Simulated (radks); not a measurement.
Results of a calculation; reference values are marked as such.
The calcium ion Ca2+, [Ar]. Code: a radial shooting solver on a logarithmic mesh with Libxc functionals. Model: non-relativistic Kohn-Sham, PBE, spin-polarised, spherical densities, point nucleus. Every spin shell is full or empty, so the densities are truly spherical. Functionals are evaluated on that one density, not self-consistently. Rank these orbital-free kinetic functionals by their error against the exact value of the orbitals, and give that value: Thomas-Fermi, von Weizsacker, TF + vW, TF + vW/9, TF + vW/5, LC94, APBEK, revAPBEK, Perdew 92, Thakkar, Pearson, LKT, PG1, Ernzerhof.

Answer. Exact: 676.033 hartree. From best to worst, with 100 (|E| - |E exact|)/|E exact| (equal figures are ties): Ernzerhof -0.09, LC94 +0.10, Thakkar -0.19, APBEK +0.21, revAPBEK +0.53, Perdew 92 -0.62, TF + vW/9 -0.63, Pearson -1.40, TF + vW/5 +4.41, Thomas-Fermi -6.93, PG1 +22.52, LKT +28.01, von Weizsacker -43.26, TF + vW +49.81.
